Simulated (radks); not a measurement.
Fractional charge and spin in the 4s shell of rubidium: the spin-up occupation runs from 0 to 1 and the spin-down occupation from 0 to 1; the fullest corner is Rb2+, [Ar] 3d10 4p(up 2.5, down 2.5) 4s(up 1, down 1). Calculated with a radial shooting solver on a logarithmic mesh with Libxc functionals: scalar-relativistic Kohn-Sham, SCAN, spin-polarised, spherical densities, finite nucleus; meta-GGA in the generalised Kohn-Sham scheme; Fermi nuclear charge, rms radius of each element as measured or else 0.836 A^(1/3) + 0.57 fm. Energy (eV) minus the two flat planes that join the four corners (they meet along the diagonal where the two added fractions sum to one electron); zero is where a piecewise linear energy would lie.

\begin{tabular}{lrrrrr}
down \ up & 0 & 0.25 & 0.5 & 0.75 & 1 \\ \hline
0 & 0.000 & -1.310 & -1.752 & -1.316 & 0.000 \\
0.25 & -1.310 & -1.599 & -1.034 & 0.395 & -1.238 \\
0.5 & -1.752 & -1.034 & 0.528 & -0.986 & -1.647 \\
0.75 & -1.316 & 0.395 & -0.986 & -1.529 & -1.237 \\
1 & 0.000 & -1.238 & -1.647 & -1.237 & 0.000 \\
\end{tabular}

Corners above the fullest one (they belong to Rb3+ and the next ion): (up 1, down 0) 58.102 eV, (up 0, down 1) 58.102 eV, (up 0, down 0) 131.90 eV. With half an added electron in each spin the energy lies 0.528 eV from the planes, and with half an added electron in spin up alone -1.752 eV. The planes are only a guide here: the flat-plane condition holds for ground states with one frontier orbital, while this shell lies below other occupied shells, so the corners above the fullest one are inner-hole states and not the ground states of those ions.
